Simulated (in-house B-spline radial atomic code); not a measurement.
## TDHF excitations of Mg

Method: TDHF. Computed with an all-electron radial atomic-structure program (B-spline basis): linear response of the closed shell [Ne] 3s2 with bare exchange (time-dependent Hartree-Fock); scalar-relativistic (spin-free one-electron X2C), finite nucleus, no spin-orbit coupling, no double excitations, S, P, D and F terms only.

Command:
```bash
python run_td.py task.json out
```
Settings (radii: box in bohr, nucleus in fm):
```
Z                        12
electrons                12
configuration            [Ne] 3s2
hamiltonian              x2c
method                   hf
box_radius               75
rms_radius               3.057
intervals                78
```

Time taken, with all properties: 0.7 s on 1 thread of Arm Neoverse N1 (shared host).

The lowest states, in the order of their Tamm-Dancoff energies; the method's threshold (minus the highest occupied level) is 6.896 eV. Labels give the largest channel, * marks a mixed state, and oscillator strengths are full-response dipole values. Measured ¹D terms are left out, since they can mix with doubly excited terms. Energies in eV:

```csv
state,full response,Tamm-Dancoff,oscillator strength,measured (J-weighted term)
3s → 3p 3P,1.125,1.889,-,2.714
3s → 3p 1P,4.038,4.179,1.66,4.346
3s → 4s 3S,?,?,-,?
3s → 4s 1S,4.842,4.853,-,5.394
3s → 4p 3P,5.202,5.221,-,5.932
3s → 3d 3D,5.238,5.244,-,5.946
3s → 3d 1D,5.406,5.408,-,-
3s → 4p 1P,5.492,5.529,0.147,6.118
3s → 5s 3S,5.690,5.696,-,6.431
3s → 5s 1S,?,?,-,?
```

Question: Where does 3s → 4s 3S lie?

Answer: At 4.328 eV in full response, 4.359 eV in Tamm-Dancoff; measured 5.108 eV.

Question: Where does 3s → 5s 1S lie?

Answer: At 5.830 eV in full response, 5.834 eV in Tamm-Dancoff; measured 6.516 eV.

Question: How large is the singlet-triplet splitting of 3s → 3p (P terms) in Tamm-Dancoff?

Answer: 2.29 eV, from the unrounded values.

Question: What polarisabilities and dispersion coefficient does the method give?

Answer: Dipole 81.17 bohr³, quadrupole 921.9 bohr⁵, C6 760.8 hartree·bohr⁶ for two such species. Recommended dipole value: 71.2 ± 0.4 bohr³ (Schwerdtfeger and Nagle, table of static dipole polarizabilities (2023 update)), which includes relativity and correlation.
